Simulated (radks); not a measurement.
The numbers below are computed, except where a source is named.
The mean radii <r> (bohr) of the occupied orbitals of an atom or ion are listed with their occupations. Level of theory: scalar-relativistic Kohn-Sham, LDA (Slater exchange, Perdew-Wang correlation), spin-polarised, spherical densities, finite nucleus; Fermi nuclear charge, rms radius of each element as measured or else 0.836 A^(1/3) + 0.57 fm (a radial shooting solver on a logarithmic mesh with Libxc functionals).

| orbital | occ. | <r> |
|---|---|---|
| 1s up | 1 | 0.01688 |
| 1s down | 1 | 0.01688 |
| 2s up | 1 | 0.07118 |
| 2s down | 1 | 0.07118 |
| 2p up | 3 | 0.06426 |
| 2p down | 3 | 0.06426 |
| 3s up | 1 | 0.1840 |
| 3s down | 1 | 0.1840 |
| 3p up | 3 | 0.1852 |
| 3p down | 3 | 0.1852 |
| 3d up | 5 | 0.1677 |
| 3d down | 5 | 0.1677 |
| 4s up | 1 | 0.4074 |
| 4s down | 1 | 0.4073 |
| 4p up | 3 | 0.4338 |
| 4p down | 3 | 0.4338 |
| 4d up | 5 | 0.4586 |
| 4d down | 5 | 0.4584 |
| 5s up | 1 | 0.9221 |
| 5s down | 1 | 0.9223 |
| 4f up | 7 | 0.4981 |
| 4f down | 7 | 0.4974 |
| 5p up | 3 | 1.061 |
| 5p down | 2 | 1.063 |
| 5d up | 5 | 1.469 |
| 5d down | 5 | 1.481 |

Name the element and its charge. Open shells, if any, are filled with parallel spins first.

Answer. Z = 79, gold, charge +2: Au2+ in [Kr] 4d10 4f14 5s2 5p5 5d10. The 1s radius gives Z: for a bare nucleus <r> = (2 gamma + 1)/(2Z) with gamma = sqrt(1 - (Z/c)^2), 0.01667 bohr for Z = 79, and screening makes it slightly larger (0.01688 here). The occupations add up to 77, and the charge is Z minus that.
